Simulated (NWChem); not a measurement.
# C$_{3}$HF$_{2}$NS; SMILES Fc1csc(F)n1

Computed with NWChem. Pople sets run with spherical d functions. STO-3G and 3-21G are far too small for this property and stand as cheap habits. Coordinates come from a PBE-D3(BJ)/def2-SVP optimisation. Field at 589 nm.

| level | isotropic polarisability (bohr³) | anisotropy (bohr³) | relative time |
|---|---|---|---|
| B3LYP/STO-3G | 28.0 | 33.2 | 1 |
| B3LYP/6-31G* | 48.9 | 35.8 | 9 |
| B3LYP/def2-SVP | 47.9 | 33.4 | 9 |

Relative times are rough (shared machine, one core).
